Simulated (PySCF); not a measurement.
How methods differ on the excitation energy of Dy

Dy [Xe] 4f10 6s2 (high-spin determinant) → Dy [Xe] 4f10 5d1 6s1 (high-spin determinant), as a difference of total energies. All numbers are calculated (PySCF 2.14, scalar relativity by spin-free X2C-1e, in ANO-RCC-VTZP (8s7p5d3f2g1h, 104 functions)). Correlated levels: valence: [Kr] 4d10 frozen; valence and next inner shell: [Ar] 3d10 frozen. The calculations carry no spin-orbit coupling.

| method | excitation energy (eV) |
| --- | --- |
| UHF | 2.151 |
| LDA | 2.263 |
| PBE | 2.133 |
| PBE0 | 2.129 |
| r2SCAN | 1.787 |
| MP2 (valence) | 2.464 |
| SCS-MP2 (valence) | 2.681 |
| MP2 (valence and next inner shell) | 2.498 |
| SCS-MP2 (valence and next inner shell) | 2.700 |

How much does correlation contribute at MP2 (valence and next inner shell)?

2.498 − (2.151) = 0.347 eV, measured against UHF.

A first-order spin-orbit estimate (lowest level to lowest level, LS coupling) adds 0.093 eV.

In the upper state the promoted electron has a positive orbital energy at LDA, PBE, r2SCAN, so the basis confines it.

The determinant of the upper state and of the lower state mixes LS terms, which raises its energy above the lowest term, most at the Hartree-Fock and MP2 levels.
